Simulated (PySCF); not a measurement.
## Radial density of Fe(2+) (iron, charge +2)

UHF, [Ar] 3d6, high-spin 5D determinant. Calculation: PySCF 2.14, in x2c-TZVPPall; scalar relativity by spin-free X2C-1e.

| r (bohr) | 4πr²ρ (e/bohr) | 4πr²(ρα − ρβ) |
| --- | --- | --- |
| 0.00101 | 0.2086 | 0.0000 |
| 0.00170 | 0.5286 | 0.0000 |
| 0.00286 | 1.325 | 0.0000 |
| 0.00481 | 3.206 | 0.0000 |
| 0.00809 | 7.269 | -0.0001 |
| 0.0136 | 14.77 | -0.0001 |
| 0.0229 | 25.01 | 0.0000 |
| 0.0385 | 31.38 | 0.0008 |
| 0.0647 | 27.01 | 0.0054 |
| 0.109 | 25.75 | 0.0368 |
| 0.183 | 34.94 | 0.2463 |
| 0.308 | 20.94 | 1.2195 |
| 0.518 | 14.02 | 3.2063 |
| 0.871 | 14.74 | 3.5253 |
| 1.47 | 3.876 | 1.4256 |
| 2.47 | 0.3239 | 0.1569 |
| 4.15 | 0.006191 | 0.0023 |

Densities and radii are taken from the X2C orbitals without a picture-change correction, which distorts them close to the nucleus.
